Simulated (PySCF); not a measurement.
Molecule: SMILES C1C(C#N)C[SiH2]1, C4H7NSi.

Structure with atom numbers: `[N:1]#[C:2][CH:3]1[CH2:4][SiH2:5][CH2:6]1`. Hydrogens are named by the atom that carries them. Ha(C4), Ha(Si5), Ha(C6) are cis to C2 on the ring; Hb(C4), Hb(Si5), Hb(C6) are trans to C2 on the ring.

Geometry PBE0-D3(BJ)/def2-SVP throughout; GIAO in PySCF 2.14.0 with density-fitted response routines, gas phase, one conformer, non-relativistic; equivalent atoms averaged; basis pcSseg-1.

Question: How do the absolute shieldings σ depend on the functional? (a selection of nuclei; ppm; last column core-seconds on 1 thread of an Arm Neoverse N1, shared host; the GGAs took longer than the global hybrids here, which isn't the general rule, and the cause wasn't traced)

Answer: 
| functional | kind | N1 | C2 | C3 | C4/C6 | Si5 | Ha(Si5) | Hb(Si5) | H(C3) | Hb(C4)/Hb(C6) | core-s |
| --- | --- | --- | --- | --- | --- | --- | --- | --- | --- | --- | --- |
| HF | Hartree–Fock | -43.9 | 59.2 | 173.3 | 175.6 | 421.6 | 27.30 | 27.36 | 29.28 | 30.31 | 11 |
| LDA | LDA | -43.5 | 50.9 | 155.3 | 162.1 | 351.6 | 25.80 | 25.85 | 27.71 | 29.30 | 24 |
| PBE | GGA | -33.4 | 55.9 | 154.0 | 161.0 | 366.7 | 26.36 | 26.43 | 28.19 | 29.68 | 29 |
| BLYP | GGA | -37.1 | 52.2 | 148.3 | 155.1 | 356.8 | 26.62 | 26.73 | 28.42 | 29.86 | 30 |
| BP86 | GGA | -32.4 | 55.8 | 153.6 | 160.4 | 364.7 | 26.43 | 26.51 | 28.27 | 29.74 | 29 |
| OPBE | GGA | -19.3 | 64.9 | 159.9 | 167.3 | 389.5 | 26.47 | 26.52 | 28.20 | 29.71 | 29 |
| KT2 | GGA | -14.5 | 66.7 | 155.9 | 163.0 | 389.9 | 26.36 | 26.42 | 28.06 | 29.58 | 30 |
| KT3 | GGA | -12.2 | 67.4 | 155.0 | 162.4 | 394.7 | 26.68 | 26.76 | 28.28 | 29.76 | 29 |
| B97-D | GGA | -23.6 | 58.8 | 152.9 | 159.8 | 376.7 | 26.73 | 26.83 | 28.46 | 29.90 | 29 |
| B3LYP | global hybrid | -39.7 | 53.0 | 154.3 | 160.2 | 369.4 | 26.73 | 26.82 | 28.57 | 29.91 | 21 |

Question: Which nucleus among those listed moves most, in ppm?

Answer: Si5 (silicon bonded to 2 C, 2 H, in a 4-membered ring): from 351.6 ppm with LDA to 421.6 ppm with HF. The smallest spread is 1.01 ppm, at Hb(C4)/Hb(C6). Proton shifts span only some 12 ppm, so a few tenths of a ppm matter as much there as several ppm in carbon.
